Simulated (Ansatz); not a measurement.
Start from `FC(Cl)C=S` and change one atom or group to get `CBC(F)Cl`.

Ansatz, PBE0-D4/def2-TZVP geometries, multiplicity 1. Each molecule was computed in one conformer, which needn't be the lowest. `CBC(F)Cl` holds a close contact that its SMILES doesn't draw: Cl···B 2.39 Å.

| property | `FC(Cl)C=S` |
| --- | --- |
| size of the dipole moment (ωB97M-V/def2-TZVPP) / D | 0.25 |
| LUMO energy (B3LYP/def2-TZVPP) / eV | -3.24 |
| HOMO–LUMO gap (PBE/def2-TZVPP) / eV | 2.00 |
| HOMO energy (PBE/def2-TZVPP) / eV | -5.95 |
| size of the dipole moment (PBE/def2-TZVPP) / D | 0.12 |
| size of the dipole moment (B3LYP/def2-TZVPP) / D | 0.16 |

(1) What does the change do to each property? (Best estimate.)

## Answers

(1) The calculation gave: 
| property | `CBC(F)Cl` | shift |
| --- | --- | --- |
| size of the dipole moment (ωB97M-V/def2-TZVPP) / D | 1.19 | 0.94 |
| LUMO energy (B3LYP/def2-TZVPP) / eV | -1.28 | 1.96 |
| HOMO–LUMO gap (PBE/def2-TZVPP) / eV | 5.14 | 3.14 |
| HOMO energy (PBE/def2-TZVPP) / eV | -7.18 | -1.23 |
| size of the dipole moment (PBE/def2-TZVPP) / D | 0.99 | 0.87 |
| size of the dipole moment (B3LYP/def2-TZVPP) / D | 1.18 | 1.02 |

With PBE0 the HOMO falls by 1.39 eV and the LUMO rises by 2.02 eV, so the gap widens by about 3.41 eV. PBE moves the HOMO by -1.23 eV and ωB97M-V by -1.46 eV. Dipoles are sizes alone; their direction can turn.

B3LYP here is the variant with VWN-RPA as its local correlation; programs differ in this.
